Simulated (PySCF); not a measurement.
Computed IR spectrum (relative IR intensity) of a molecule C₃H₅BO₂. The structure is a stationary point at PBE-D3(BJ)/def2-SVP. Other conformers were not sampled. These are PBE-D3(BJ)/def2-SVP (PySCF) values and carry that method's errors. No scaling factor is applied to the harmonic values.

Lines under 2 % of the strongest are left out, and lines within 2 cm⁻¹ are merged.

ν (cm⁻¹): 161 (vw), 169 (w), 251 (m), 580 (w), 589 (m), 769 (w), 797 (m), 939 (m), 968 (s), 974 (m), 1015 (w), 1207 (vs), 1271 (w), 1370 (m), 1431 (vs), 1632 (s), 1708 (m), 2783 (vs), 3053 (w), 3065 (w), 3152 (w), 3451 (vs) (against the strongest line: vs over 80 %, s over 45 %, m over 15 %, w over 4 %, vw less)

Q: Pick the molecule that these values belong to.
(A) C=CB(O)C=O
(B) CC1=COB1O
(C) O=C1CCB1O
(D) CB1COC1=O

A: A, C=CB(O)C=O
